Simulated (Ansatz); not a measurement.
`C[SiH2][SiH]1C=N1` + `[SiH3]Br` → `C[SiH2]Br` + `[SiH3][SiH]1C=N1`  (redistribution)

Calculated with Ansatz (gas phase, PBE0-D4/def2-TZVP geometries, no zero-point term in ΔE). CBS: MP2 limit from def2 TZ/QZ plus the TZ coupled-cluster correction, frozen cores. DFT in def2-TZVPP. For Br outer-core shells are correlated without core-valence functions, which leaves a few kJ/mol of doubt a bond. Scalar relativity is left out up to krypton. Each species was taken in one conformer, which may not be the lowest.

```
             level  ΔE (eV)
            PBE-D4    -0.10
         r2SCAN-D4    -0.11
           ωB97M-V    -0.10
            B2PLYP    -0.10
              PBE0    -0.10
CCSD(T)/def2-TZVPP    -0.10
      HF/CBS(def2)    -0.10
    CCSD/CBS(def2)    -0.10
```

Q: What does CCSD(T)/CBS give? (Estimate.)

A: Computed: -0.10 eV. The listed levels differ from it by 0.00, -0.01, 0.00, 0.00, 0.00, 0.00, 0.00, 0.00 eV.

Largest T1 diagnostic among the species: 0.017.
